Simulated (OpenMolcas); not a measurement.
Computed levels of 4s² 4p² in ions with 32 electrons, in cm-1 above ³P₀.

| Quantity | Value |
| --- | --- |
| Program | OpenMolcas |
| Method | SS-CASPT2, IPEA 0.25 Eh, imaginary shift 0.1 Eh |
| Basis | ANO-R3 |
| Scalar Hamiltonian | X2C, finite nucleus |
| Spin-orbit coupling | state interaction with AMFI integrals over the reference wave functions, term energies averaged over their components |

Active space for each ion: 4 electrons in 4 orbitals (4s 4p); closed shells correlated by CASPT2: 3d.

```csv
Level,As+,Se2+,Kr4+
³P₁,940,1544,3310
³P₂,2260,3520,6810
¹D₂,9690,12290,18430
¹S₀,22050,27410,38060
```

Task: Estimate ³P₂, ¹D₂, ¹S₀ for Br3+ from its neighbours Se2+ and Kr4+.

Result: ³P₂ is fine structure, which grows about as the fourth power of a screened charge, so the fourth roots are averaged: ((3520^0.25 + 6810^0.25) / 2)^4 = 4963. The calculation gives 5020, so the estimate is off by -1.1 %.
¹D₂ is another term, which grows about linearly with the charge: (12290 + 18430) / 2 = 15360. The calculation gives 15250, so the estimate is off by +0.7 %.
¹S₀ is another term, which grows about linearly with the charge: (27410 + 38060) / 2 = 32735. The calculation gives 32740, so the estimate is off by 0 %.

Term energies are means over components that CASPT2 splits; among the terms shown or strongly mixed into the levels shown the widest spread is 12 cm-1 (4s² 4p² ¹D, Se2+). Over all roots computed the reference weight is 0.85 to 0.96 in As+, 0.85 to 0.96 in Se2+, 0.85 to 0.97 in Br3+, 0.86 to 0.97 in Kr4+; the roots of lowest weight are the least certain, and an intruder state may touch them. Levels of configurations outside the active space are missing.
